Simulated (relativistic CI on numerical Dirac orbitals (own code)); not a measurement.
**Te⁴⁺: calculation against measurement**

Computed by Dirac-Coulomb-Breit CI, separate exchange-only KLI orbitals for each configuration, QED by a radiative potential, valence Slater integrals scaled by 0.85, configuration energies shifted to the measured levels that pair with them (semi-empirical) (own radial code, finite nucleus).

Configuration list (outside the closed core [Kr]): 4d¹⁰5s², 4d¹⁰5s5p, 4d¹⁰5p², 4d¹⁰5s5d, 4d¹⁰5s6s, 4d¹⁰5d², 4d¹⁰5s5f, 4d¹⁰5s5g, 4d¹⁰5p5d, 4d¹⁰4f², 4d¹⁰5s4f, 4d¹⁰4f5p, 4d¹⁰5s6p, 4d¹⁰5f², 4d¹⁰5s6d, 4d¹⁰5s7s, 4d¹⁰5p5f, 4d⁹5s²4f, 4d¹⁰5g², 4d¹⁰5p6s, 4d¹⁰5s7p, 4d¹⁰5p5g, 4d⁹5s5p², 4d⁸5s²5p², 4d¹⁰4f5d, 4d¹⁰5s7d, 4d¹⁰5s6f, 4d⁹5s²5p, 4d¹⁰5d5f, 4d⁹5s5p6s. Levels of other configurations are missing.

```
Configuration  Term (tabulated)  J  Measured (cm⁻¹)  Computed  Error  Purity (%)
      4d¹⁰5s²                1S  0              0.0         0      0          98
     4d¹⁰5s5p               1P°  1         111707.0    111707      0          95
      4d¹⁰5p²                3P  0         176248.0    177344   1096          94
      4d¹⁰5p²                3P  1         182419.0    182976    557         100
      4d¹⁰5p²                1D  2         182797.0    182028   -769          62
      4d¹⁰5p²                3P  2         192592.0    192035   -557          76
     4d¹⁰5s5d                3D  1         215612.0    215656     44          99
     4d¹⁰5s5d                3D  2         216137.0    216137      0          99
     4d¹⁰5s5d                3D  3         216989.0    216914    -75          99
     4d¹⁰5s6s                3S  1         240837.0    240837      0         100
```

Measured levels from Moore, Atomic Energy Levels, vol. III, NSRDS-NBS 35 (1971 reprint of NBS Circular 467, 1958); pairs were made by configuration, J and term (by order where the table uses no LS term), so strongly mixed levels may be paired wrongly. The analysis dates from before 1960.

Mean error by configuration (cm⁻¹): 4d¹⁰5s5p 0; 4d¹⁰5p² 82; 4d¹⁰5s5d -10; 4d¹⁰5s6s 0. Over the excited levels the mean absolute error is 344 cm⁻¹ (9 of the 9 excited levels that our extract of the source holds in range could be paired), and the median relative error of those above 1,000 cm⁻¹ is 0.035 %, both after the shifts were fitted to these levels, so that a configuration with one level shows no error.

Configurations whose levels could be paired with our table of measured levels were shifted onto them, all but the ground configuration, by the median error of their levels; single terms can still be off by 1,000 to 2,000 cm⁻¹ or more, and rates follow the energies as ν³ (E1, M1) or ν⁵ (E2). The others borrow a shift and can be off by several thousand cm⁻¹ or more. Levels and lines within the n = 5 or 6 shells can be off by up to 10 % or somewhat more, and those that change n by about 2 %, since core polarisation is missing. 9 of the 9 excited levels that our extract of the measured tables holds in this range could be paired (the sources list more); they are missed by 344 cm⁻¹ on average and 1096 at most, after the shifts were fitted to these levels, and levels without a partner can miss by more.

Shifts applied (cm⁻¹): 4d¹⁰5s² 0; 4d¹⁰5s5p 2899; 4d¹⁰5p² 2849; 4d¹⁰5s5d 3074; 4d¹⁰5s6s 3232.
